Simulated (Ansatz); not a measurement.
Input for Ansatz (a first-principles code): R-PBE0/def2-TZVPP on AlH4NO2 (SMILES [NH2][Al]([OH])[OH]), a point of a torsion scan.

Ansatz 0.2 input:
```yaml
crystal:
  periodic: [false, false, false]
  atoms:
    - {symbol: N, position_ang: [1.54060251, -0.03852946, 0.22871246]}
    - {symbol: Al, position_ang: [-0.18003440, -0.07373542, -0.21280839]}
    - {symbol: O, position_ang: [-0.96577024, -1.46107087, -0.64749248]}
    - {symbol: O, position_ang: [-0.96519615, 1.37486583, -0.16486752]}
    - {symbol: H, position_ang: [2.02686153, 0.80145361, 0.49223816]}
    - {symbol: H, position_ang: [2.16369563, -0.82856010, 0.24802883]}
    - {symbol: H, position_ang: [-0.99011714, -2.39084772, -0.81182568]}
    - {symbol: H, position_ang: [-1.73417941, 1.91533157, -0.26732919]}
basis:
  gaussian:
    orbitals: def2-TZVPP
hamiltonian:
  xc: {name: PBE0}
scf: {lower_state_search: off}
```

It printed:

```
WARN ansatz: RAYON_NUM_THREADS=1 ignored (pool sized by the plan → 1); use --threads N
Functional definition: PBE0
these checks for a lower state are left out or cut short: stability, starts, cluster_reference, orbital_swaps, neighbouring_geometries, increment
integrals: 0.09 GiB planned
993 factors; their error is unknown
mean field: 0.81 GiB planned
mean field evaluation 1: about -12227.6747 eV, gradient 9.9e1 eV
mean field evaluation 2: about -12204.7738 eV, gradient 1.4e2 eV
mean field evaluation 4: about -12243.7654 eV, gradient 6.1e0 eV
mean field evaluation 8: about -12243.8287 eV, gradient 1.5e-2 eV
mean field evaluation 16: about -12243.8548 eV, gradient 1.4e-5 eV
mean field -12243.85481223 eV, -449.9533651666 hartree, gradient 3.4e-6 eV, S^2 0.000000; 0 other end points of the search recorded, 0 dependent functions left out
reference -12243.85484470 eV, -449.9533663598 hartree; 20, 20 occupied and 171, 171 virtual orbitals, 993 factors
Total energy: -12243.85484470 eV, -449.9533663598 hartree
Checks for a lower state left out: stability, starts, cluster_reference, orbital_swaps, neighbouring_geometries, increment
```

Self-consistency was reached.

Cost: about 2.3 core-seconds (a rough figure).
